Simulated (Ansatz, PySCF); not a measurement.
Reaction R1 → P1 + P2, each structure at its B3LYP-D3(BJ)/def2-TZVP stationary point, reached from a drawn start (curvature not checked).
R1: BH3 (SMILES B), charge 0, multiplicity 1.
P1: BH (SMILES [BH]), charge 0, multiplicity 1.
P2, H2 (SMILES [H][H]) (charge 0, multiplicity 1):
| atom | x (Å) | y (Å) | z (Å) |
|---|---|---|---|
| H | 0.0000 | 0.0000 | 0.3720 |
| H | 0.0000 | 0.0000 | -0.3720 |

P less R. No zero-point or thermal terms.

Frozen-core correlation throughout. CBS(a, b) extrapolates the correlation energy as X⁻³ and adds the Hartree–Fock energy of set b.

Run with Ansatz (a first-principles code) with Gaussian orbitals; PySCF for the D3/D4 terms. All values are computed, each at the level named.

```json
[
 {"level": "SVWN5/def2-TZVPP", "reaction energy (eV)": "4.388"},
 {"level": "PBE-D4/def2-TZVPP", "reaction energy (eV)": "4.029"},
 {"level": "r2SCAN/def2-TZVPP", "reaction energy (eV)": "4.134"},
 {"level": "B3LYP-D4/def2-TZVPP", "reaction energy (eV)": "3.957"},
 {"level": "BHLYP-D4/def2-TZVPP", "reaction energy (eV)": "4.027"},
 {"level": "CAM-B3LYP-D3(BJ)/def2-TZVPP", "reaction energy (eV)": "4.051"},
 {"level": "wB97X-V/def2-TZVPP", "reaction energy (eV)": "3.986"},
 {"level": "B2PLYP/def2-TZVPP", "reaction energy (eV)": "…"},
 {"level": "CCSD(T)/CBS(cc-pVTZ, cc-pVQZ)", "reaction energy (eV)": "…"}
]
```

**Question.** Some entries are withheld; supply them.

**Answer.** 
- B2PLYP/def2-TZVPP, reaction energy (eV): 3.945
- CCSD(T)/CBS(cc-pVTZ, cc-pVQZ), reaction energy (eV): 3.733
